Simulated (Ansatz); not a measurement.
## InH3 (SMILES [H][In]([H])[H]): methods side by side

InH3 has 4 atoms, charge 0, and is taken as a singlet. As SMILES, `[H][In]([H])[H]`. The shape comes from GFN2-xTB, which is rough for such elements, and wasn't checked as a minimum.

```jsonl
{"atom": "In", "x (Å)": "0.0006", "y (Å)": "-0.0007", "z (Å)": "-0.0005"}
{"atom": "H", "x (Å)": "1.7189", "y (Å)": "-0.0278", "z (Å)": "0.0135"}
{"atom": "H", "x (Å)": "-0.8345", "y (Å)": "1.5014", "z (Å)": "-0.0178"}
{"atom": "H", "x (Å)": "-0.8851", "y (Å)": "-1.4729", "z (Å)": "0.0048"}
```

Quantity: the electronic atomisation energy, in eV. The values are calculated. Electronic energies at fixed atoms, without zero-point motion or spin-orbit coupling.

```
         level                    kind  program  value (eV)  less FCI/STO-3G  CPU time (all runs)
  B3LYP/STO-3G           global hybrid   Ansatz       13.80            +2.06                1.6 s
  HSE06/STO-3G  range-separated hybrid   Ansatz       13.34            +1.60                1.5 s
wB97M-V/STO-3G  range-separated hybrid   Ansatz       14.12            +2.38                8.8 s
  wB97X/STO-3G  range-separated hybrid   Ansatz       13.70            +1.96                4.6 s
RPA@PBE/STO-3G                     RPA   Ansatz       11.42            -0.32                1.5 s
BCCD(T)/STO-3G   coupled cluster or CI   Ansatz       11.73            -0.01                0.5 s
   CCSD/STO-3G   coupled cluster or CI   Ansatz       11.72            -0.02               0.52 s
  CCSDT/STO-3G   coupled cluster or CI   Ansatz       11.74             0.00                0.7 s
    FCI/STO-3G      exact in the basis   Ansatz       11.74             0.00               0.73 s
```

FCI/STO-3G is exact within its basis and frozen core, so for wave-function methods in that basis the difference is their error; functionals converge differently with the basis, so for them it is only a difference. All-electron rows without a relativistic Hamiltonian named are non-relativistic. The values span 11.42 to 14.12 eV. All rows use very small basis sets, so even the best lies far from the true value. In the correlated wave-function rows the outer d shell of In is correlated, in sets not made for it. Times are those of the runs behind each value, whatever else they computed, on shared processors of several kinds: orders of magnitude only.
